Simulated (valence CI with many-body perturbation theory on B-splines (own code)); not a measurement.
Basis-set convergence for Tb51+

Calculated by configuration interaction combined with many-body perturbation theory (CI+MBPT): four valence electrons over a frozen Dirac-Fock core [Ne], radial functions for each j: 9 s, 9 p, 8 d, 6 f, 3 g, 1 h, with the one-electron correlation potential Σ1, the two-electron term Σ2, the three-electron term Σ3, Breit, model QED; selected CI, second order for the rest, scaled by the run's own slope (own B-spline code, finite nucleus).

The last digits are not significant, and no measured levels were compared; by estimate large intervals hold to a few tenths of a per cent, small ones and those within an open d or f shell to about a per cent.

The reference run has the lowest level (3s^2 3p1/2^2) J=0 and an ionisation energy of 4761.47 eV. Its largest variational space holds 20000 state functions.

Levels are named by their leading jj configuration (3d3/2^4 stands for four electrons in 3d with j = 3/2), which in mixed levels can hold well under half, so a name can repeat and another be missing. Letters in brackets count levels of one name in rising energy.

Changed runs:
A. basis 6 s, 6 p, 5 d, 3 f, 1 g
B. basis 5 s, 5 p, 4 d, 2 f

Excitation energies of the reference run in cm⁻¹, and shifts in cm⁻¹:

```tsv
Level	Reference	A	B
(3s^2 3p1/2 3p3/2) J=1	1487920	-99	-298
(3s^2 3p1/2 3p3/2) J=2	1552980	+17	+96
(3s 3p1/2^2 3p3/2) J=2	2591480	-117	-321
(3s 3p1/2^2 3p3/2) J=1	2788660	+15	+71
(3s^2 3p1/2 3d3/2) J=2	2994990	+184	+419
(3s^2 3p3/2^2) J=2	3088700	-60	-139
(3s^2 3p3/2^2) J=0	3229300	+46	+198
(3s^2 3p1/2 3d3/2) J=1	3281360	+425	+1384
(3s^2 3p1/2 3d5/2) J=2	3471520	+192	+489
(3s^2 3p1/2 3d5/2) J=3	3479150	+329	+916
(3s 3p1/2 3p3/2^2) J=2 [a]	4046700	-156	-393
(3s 3p1/2^2 3d3/2) J=1	4124590	+124	+245
Ionisation energy (eV)	4761.47	-0.033	-0.11
```
